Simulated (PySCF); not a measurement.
Species: CH4BFO.
Structure used (PBE0-D3(BJ)/def2-SVP), in Å, numbered top down from 1:
```xyz
8
CH4BFO angstrom
C     -1.2305   -0.1744    0.1578
O     -0.2433    0.8217    0.3028
B      1.0597    0.6018    0.0917
F      1.4927   -0.5995   -0.2856
H     -0.8301   -1.0885   -0.3054
H     -1.6432   -0.4258    1.1467
H     -2.0440    0.2225   -0.4665
H      1.8474    1.4997    0.2420
```

The species is `FBOC` (CH4BFO).

ESP-fitted charges (e) from the PBE0/pcSseg-1 density (PySCF), one withheld:

```json
{"atom": "C1", "bonded to": "O2 H5 H6 H7", "charge": "?"}
{"atom": "O2", "bonded to": "C1 B3", "charge": "-0.4699"}
{"atom": "B3", "bonded to": "O2 F4 H8", "charge": "+0.6907"}
{"atom": "F4", "bonded to": "B3", "charge": "-0.3089"}
{"atom": "H5", "bonded to": "C1", "charge": "+0.0501"}
{"atom": "H6", "bonded to": "C1", "charge": "+0.0599"}
{"atom": "H7", "bonded to": "C1", "charge": "+0.0609"}
{"atom": "H8", "bonded to": "B3", "charge": "-0.1723"}
```

Task: What is the charge on C1?

Result: The charges add up to the total charge, 0. The others sum to -0.0895, which leaves +0.0895 e for C1 (methoxy carbon).

Task: Add each hydrogen's charge to the atom that carries it.

Result: C1 +0.2604, B3 +0.5184. Atoms without hydrogen keep their charges.

Task: Across which bond do the charges differ most?

Result: B3–O2: +0.6907 on B3 against -0.4699 on O2, a difference of 1.1606 e. The lower charge is on the more electronegative element of the two (Pauling values: O 3.44, B 2.04).

Task: Take the bonds between elements whose Pauling electronegativities differ by more than 0.25. In how many does the more electronegative atom carry the lower charge?

Result: In 3 of 6; it doesn't in C1–H5, C1–H6 and C1–H7.

Task: How much positive and how much negative charge does this set hold in all?

Result: +0.9511 e on 5 atoms and -0.9511 e on 3.

The ESP scheme fits charges at the nuclei, held to the total charge, to the electrostatic potential on points at 1.4 to 2.0 times the van der Waals radii. Isolated species at its PBE0-D3(BJ)/def2-SVP geometry (one conformer only).

The run behind these numbers computed NMR shieldings as well. Time: 4.6 s. Hardware: one thread, Arm Neoverse V1, no GPU (shared host).
